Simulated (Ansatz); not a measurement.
Pulling on the N3–H4 bond in BeH3N (SMILES [BeH][NH2]) (multiplicity 1 held, fragments rigid). Energies count from the point at 1.008 Å.
Geometry at that point (charge 0, multiplicity 1):
```
atom    x (Å)    y (Å)    z (Å)
----  -------  -------  -------
Be    -0.5555  -0.1030  -0.7670
H     -1.3310  -0.2467  -1.8378
N      0.3195   0.0592   0.4411
H      1.0452  -0.5811   0.7233
H      0.2715   0.8252   1.0948
```

Signs of static correlation in cc-pVTZ, from Ansatz (a program for electronic structure) runs.

| R (Å) | T1 of restricted CCSD | ⟨S²⟩ of UHF | largest double amplitude of restricted CCSD |
|---|---|---|---|
| 0.806 | 0.009 | 0.000 | 0.039 |
| 0.907 | 0.009 | 0.000 | 0.040 |
| 1.008 | 0.010 | 0.000 | 0.041 |
| 1.109 | 0.010 | 0.000 | 0.041 |
| 1.210 | 0.011 | 0.000 | 0.040 |
| 1.361 | 0.012 | 0.000 | 0.038 |
| 1.512 | 0.014 | 0.059 | 0.063 |
| 1.764 | 0.019 | 0.610 | 0.140 |
| 2.016 | … | 0.836 | … |
| 2.319 | 0.032 | 1.007 | 0.410 |
| 2.722 | 0.042 | 1.007 | 0.568 |
| 3.226 | 0.051 | 1.008 | 0.711 |

Task: What belongs in the gaps?

Result: 
- 2.016, T1 of restricted CCSD: 0.024
- 2.016, largest double amplitude of restricted CCSD: 0.277

Doubts at one or more of the structures used: a restricted determinant that unrestricted orbitals would lower (R-CCSD(T)/cc-pVTZ); other coupled-cluster roots lie near (R-CCSD(T)/cc-pVTZ); T1 above 0.05 (R-CCSD(T)/cc-pVTZ, U-CCSD(T)/cc-pVTZ); a spin-contaminated determinant (U-CCSD(T)/cc-pVTZ).
